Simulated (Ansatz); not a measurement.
Frontier orbitals of C2H7AsSeSi, SMILES `CC(=[Se])[AsH][SiH3]`.

Charge 0, multiplicity 1. Correlated methods include outer-core shells of As, Se, which these sets cover unevenly. Scalar relativity is left out up to krypton. All single points use the PBE0-D4/def2-TZVP geometry. It is one conformer, not always the lowest. Basis def2-TZVPP, the Gaussian-basis code of Ansatz.

Orbital energies of one run (eV). Highest occupied ones, from the top: -5.42, -6.44, -7.58, -8.20, -8.64, -9.12, -9.28, -10.59, -11.30, -11.38, -13.00, -14.07, -16.76, -18.40. Empty: -3.16, -0.90, -0.39, -0.25, 0.31, 0.92.

Problem. Which functional gave them?
A. B97M-V
B. PBE0
C. CAM-B3LYP
D. revPBE

Solution. A. HOMO energies: B97M-V -5.42, PBE0 -6.18, CAM-B3LYP -7.42, revPBE -5.02 eV.
